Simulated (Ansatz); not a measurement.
`[Cl][Sn][Br]` + H₂O → `[OH][Sn][Br]` + HCl at 500 K and 1 bar (formal hydrolysis of the Sn–Cl bond).

Calculated with Ansatz (gas phase, PBE0-D4/def2-TZVP geometries, no zero-point term in ΔE). CBS: MP2 limit from def2 TZ/QZ plus the TZ coupled-cluster correction, frozen cores. This one scheme is used for every species. Elements past krypton have def2 core potentials. For Br, Sn outer-core shells are correlated without core-valence functions, which leaves a few kJ/mol of doubt a bond. Scalar relativity is left out up to krypton. One conformer a species, not always the lowest.

```json
{"species": "`[Cl][Sn][Br]`", "CCSD(T)/CBS energy (Eh)": "-3247.23683", "H − E (kJ/mol)": "29.6", "S (J/(mol·K))": "352.3"}
{"species": "H₂O", "CCSD(T)/CBS energy (Eh)": "-76.37941", "H − E (kJ/mol)": "73.2", "S (J/(mol·K))": "206.3"}
{"species": "`[OH][Sn][Br]`", "CCSD(T)/CBS energy (Eh)": "-2863.20849", "H − E (kJ/mol)": "63.6", "S (J/(mol·K))": "350.5"}
{"species": "HCl", "CCSD(T)/CBS energy (Eh)": "-460.38127", "H − E (kJ/mol)": "32.5", "S (J/(mol·K))": "201.9"}
```

H − E and S are ideal-gas, rigid-rotor, harmonic terms from PBE0-D4/def2-TZVP, for one conformer and one mirror image of each species. 1 Eh = 2625.50 kJ/mol, R = 8.31446 J/(mol·K).

Problem. By hand: ΔE, ΔH, ΔS and ΔG.

Solution. ΔE = (-2863.20849) + (-460.38127) − (-3247.23683) − (-76.37941) = 0.02648 Eh = 69.5 kJ/mol. Δ(H − E) = 63.6 + 32.5 − 29.6 − 73.2 = -6.7, so ΔH = 62.8 kJ/mol. ΔS = 350.5 + 201.9 − 352.3 − 206.3 = -6.2 J/(mol·K). ΔG = 62.8 − 500 × (-6.2)/1000 = 65.9 kJ/mol.

Problem. By hand: the equilibrium constant, and the temperature at which ΔG would vanish if ΔH and ΔS stayed fixed.

Solution. log₁₀ K = −ΔG/(RT ln 10) = -6.9. ΔH and −TΔS have one sign here, so there is no such temperature.

The number of gas molecules stays the same, so ΔS is small and ΔH decides. A doubt of 5 kJ/mol in ΔE shifts log₁₀ K by 0.5 here. Other conformers and mirror images would add mixing entropy, several J/(mol·K) or more a flexible species. These are equilibria of isolated gas molecules and say nothing of rates. Largest T1 diagnostic: 0.015 (customary marks: 0.02 for closed shells, 0.045 for open ones).

ΔS is within the doubt of such terms, so its sign, and with it that verdict, could turn.
